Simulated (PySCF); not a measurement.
## The second ionisation energy along the third row

Calculated with PySCF 2.14 from differences of total energies of unrestricted determinants, without spin-orbit coupling. Values in eV. The last column holds reference values (NIST; (s) semi-empirical, (t) theoretical, else measured). Unmarked ones compare directly (S terms, centres of terms, or small fine structure); those marked * lie between the lowest fine-structure levels and include a spin-orbit shift.

| element | configurations | SCS-MP2 (valence and next inner shell) | MP2 (valence) | SCS-MP2 (valence) | LDA | PBE0 | r2SCAN | reference |
| --- | --- | --- | --- | --- | --- | --- | --- | --- |
| Mg (x2c-TZVPPall, spin-free X2C) | [Ne] 3s1 → [Ne] | 14.859 | n/a | n/a | 15.339 | 15.231 | 15.024 | 15.035 |
| Al (x2c-TZVPPall, spin-free X2C) | [Ne] 3s2 → [Ne] 3s1 | 18.601 | 18.307 | 18.456 | 18.950 | 18.707 | 18.413 | 18.829 |
| Si (x2c-TZVPPall, spin-free X2C) | [Ne] 3s2 3p1 → [Ne] 3s2 | 16.059 | 16.078 | 16.067 | 16.355 | 16.419 | 16.503 | 16.322 |
| P (x2c-TZVPPall, spin-free X2C) | [Ne] 3s2 3p2 → [Ne] 3s2 3p1 | 19.510 | 19.595 | 19.505 | 19.810 | 19.809 | 19.926 | 19.769 (s) * |
| S (x2c-TZVPPall, spin-free X2C) | [Ne] 3s2 3p3 → [Ne] 3s2 3p2 | 23.145 | 23.320 | 23.133 | 23.391 | 23.375 | 23.497 | 23.338 * |
| Cl (x2c-TZVPPall, spin-free X2C) | [Ne] 3s2 3p4 → [Ne] 3s2 3p3 | 23.425 | 23.339 | 23.422 | 23.969 | 23.836 | 23.792 | 23.771 |
| Ar (x2c-TZVPPall, spin-free X2C) | [Ne] 3s2 3p5 → [Ne] 3s2 3p4 | 27.350 | 27.342 | 27.338 | 27.829 | 27.613 | 27.662 | 27.630 * |

```tsv
method	elements	mean error (eV)	mean absolute error (eV)	largest error (eV)
SCS-MP2 (valence and next inner shell)	4	-0.253	0.253	-0.346
MP2 (valence)	3	-0.399	0.399	-0.522
SCS-MP2 (valence)	3	-0.325	0.325	-0.372
LDA	4	0.164	0.164	0.304
PBE0	4	0.059	0.120	0.196
r2SCAN	4	-0.056	0.157	-0.415
```

Errors include the incompleteness of the basis and the frozen core.

"Valence" correlates the outer s and p shells and, in groups 3 to 12 and the f block, the outer d or f shell, open or full, or the next shell where the ion has no valence electron left; the wider scheme adds the next inner shell.
